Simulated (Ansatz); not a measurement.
One geometry of LaO2H, several levels of theory.

```yaml
crystal:
  periodic: [false, false, false]
  atoms:
    - {symbol: La, position_ang: [-0.016306, -0.508025, -0.785584]}
    - {symbol: O, position_ang: [0.454556, -0.611892, 1.306779]}
    - {symbol: O, position_ang: [-0.983386, -0.270836, 1.116532]}
    - {symbol: H, position_ang: [0.545136, 1.390752, -1.637728]}
basis:
  gaussian: {orbitals: def2-TZVPD, initial_orbitals: start.molden}
hamiltonian: {xc: r2scan, dispersion: d4}
scf: {omitted_lower_state_checks: [starts]}
output: {orbitals: {seedname: orbitals}}
```

The file start.molden holds the orbitals of an earlier run on this structure, at another level or in another basis.

```sh
$ ansatz run in.yaml --threads 2 --pin off --events-out ev --progress --plain --max-ram 4352MiB
```

Shortened log:

```
Functional definition: r2SCAN
  name "r2SCAN"
  cite "Furness, Kaplan, Ning, Perdew & Sun, J. Phys. Chem. Lett. 11, 8208 (2020) doi:10.1021/acs.jpclett.0c02405"
  cite "Furness, Kaplan, Ning, Perdew & Sun, J. Phys. Chem. Lett. 11, 9248 (2020) doi:10.1021/acs.jpclett.0c03077"
  parent r2scan
  parameter k0 = 0.174
  parameter k1 = 0.065
  parameter a1 = 4.9479
  exchange = r2scan_x(k0 = k0, k1 = k1, a1 = a1)
  correlation = r2scan_c
these checks for a lower state are left out or cut short: starts
755 factors; their error is unknown
mean field evaluation 1: about -4968.3011 eV, gradient 5.9e0 eV
mean field evaluation 2: about -4968.3867 eV, gradient 1.3e-1 eV
mean field evaluation 4: about -4968.3786 eV, gradient 2.6e-4 eV
mean field -4968.37863302 eV, -182.5845470755 hartree, gradient 1.5e-5 eV, S^2 0.000000; 0 other end points of the search recorded, 0 dependent functions left out
reference -4968.37865378 eV, -182.5845478383 hartree; 14, 14 occupied and 118, 118 virtual orbitals, 755 factors
Total energy: -4968.39444069 eV, -182.5851279966 hartree
Checks for a lower state left out: starts
```

Hardware: 2 threads of Arm Neoverse V2 on a shared host. Wall time 4 s.

The first input with `gaussian: {orbitals: def2-TZVP, initial_orbitals: start.molden}`, `hamiltonian: {xc: {name: B97M-V}}` (abridged; 6.5 s):

```
Functional definition: B97M-V
mean field -4968.85133889 eV, -182.6019186956 hartree, gradient 1.4e-5 eV, S^2 0.000000
Total energy: -4968.85142710 eV, -182.6019219373 hartree
Checks for a lower state left out: starts
```

As the first input, with `gaussian: {orbitals: def2-SVP, initial_orbitals: start.molden}`, `hamiltonian: {xc: pbe, dispersion: d4}` (abridged; 0.9 s):

```
Functional definition: PBE
mean field -4961.42082785 eV, -182.3288524516 hartree, gradient 8.6e-5 eV, S^2 0.000000
Total energy: -4961.49551107 eV, -182.3315970092 hartree
Checks for a lower state left out: starts
```

First input, but with `gaussian: {orbitals: def2-SVP, initial_orbitals: start.molden}`, `hamiltonian: {xc: pbe0, dispersion: d4}` (abridged; 1.1 s):

```
Functional definition: PBE0
mean field -4960.16802097 eV, -182.2828126480 hartree, gradient 9.8e-6 eV, S^2 0.000000
Total energy: -4960.23083083 eV, -182.2851208678 hartree
Checks for a lower state left out: starts
```

First input, but with `gaussian: {orbitals: def2-TZVP, initial_orbitals: start.molden}`, `output: {forces: true, orbitals: {seedname: orbitals}}` (abridged; 3.3 s):

```
Functional definition: r2SCAN
mean field -4968.33010052 eV, -182.5827635391 hartree, gradient 1.7e-5 eV, S^2 0.000000
Total energy: -4968.34590912 eV, -182.5833444945 hartree
Atom 0 force     0.000246     0.000437     0.001970 eV/Å
Atom 1 force    -0.005143     0.002040    -0.003497 eV/Å
Atom 2 force     0.004919    -0.001367     0.000391 eV/Å
Atom 3 force    -0.000021    -0.001110     0.001136 eV/Å
Dipole moment:    -0.089210    -1.081355    -1.260533 e Å
Checks for a lower state left out: starts
```

The first input with `gaussian: {orbitals: def2-TZVP, initial_orbitals: start.molden}`, `hamiltonian: {xc: hse06, dispersion: d4}` (abridged; 1.4 s):

```
Functional definition: HSE06
mean field -4965.06907730 eV, -182.4629231461 hartree, gradient 6.2e-5 eV, S^2 0.000000
Total energy: -4965.12882720 eV, -182.4651189145 hartree
Checks for a lower state left out: starts
```

As the first input, with `hamiltonian: {xc: pbe, dispersion: d4}` (abridged; 1.6 s):

```
Functional definition: PBE
mean field -4966.54157891 eV, -182.5170365820 hartree, gradient 5.7e-5 eV, S^2 0.000000
Total energy: -4966.61625991 eV, -182.5197810582 hartree
Checks for a lower state left out: starts
```

Geometry: r2SCAN-D4/def2-TZVP.

In the def2 sets La takes a core potential; there is no spin–orbit coupling. HSE06 is defined as in plane-wave codes, on full-range PBE exchange. The structure holds one bond between oxygen atoms, so isomers without such links may lie far lower. The structure comes from a short search, and lower isomers may exist.
